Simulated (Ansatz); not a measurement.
A structure relaxed at PBE-D4/def2-SVP in Ansatz, charge 0, singlet:

```xyz
28

Be    1.6519   -0.9282   -1.5853
Be    0.5881    1.7403   -2.0559
Be   -0.6484    0.4391   -0.2066
Be   -2.1184   -0.9217    3.4138
Be    0.9564   -0.7114    0.7283
O     0.0609   -1.0019   -0.7363
O     2.3157   -0.5765   -0.0565
O     1.4477    0.4741   -2.4271
O     0.7575   -1.7319    1.9788
O    -2.5742    0.1435    2.2992
H     2.0517   -2.0734   -2.2523
H    -1.4369    1.5729   -3.5949
H     0.5411    2.9252   -2.7382
H     1.9778    2.9131   -0.6803
H    -2.0295    0.3321    0.0854
H    -0.3996    1.5940   -1.0072
H    -1.3309   -1.9498    2.8439
H    -2.5298   -0.7579    4.7025
H     0.2046    0.5311    1.0251
H    -0.4966   -1.7702   -0.9485
H     3.2360   -0.7242    0.1994
H     2.1168    2.2893   -0.2465
H     1.9399    0.5341   -3.2633
H    -1.8434    0.9241   -3.6881
H    -0.2236   -1.7926    2.4307
H     1.1476   -2.6257    1.9566
H    -2.2564    0.2330    1.2706
H    -3.1062    0.9195    2.5529
```

Give its formula.

Be5O5H18.

Summarise the bond lengths by kind (pairs closer than 1.2 times the sum of covalent radii, bridged metal pairs left out).

9 × Be–O 1.57 to 1.80 Å; 9 × Be–H 1.36 to 1.50 Å; 7 × H–O 0.97 to 1.08 Å.

In the singlet geometry the species has come apart into loosely held pieces. In the singlet, H12 and H24 lie 0.77 Å apart, H14 and H22 lie 0.77 Å apart, H17 and H25 lie 1.19 Å apart (atoms count from 1), so H2 has formed as a molecule.
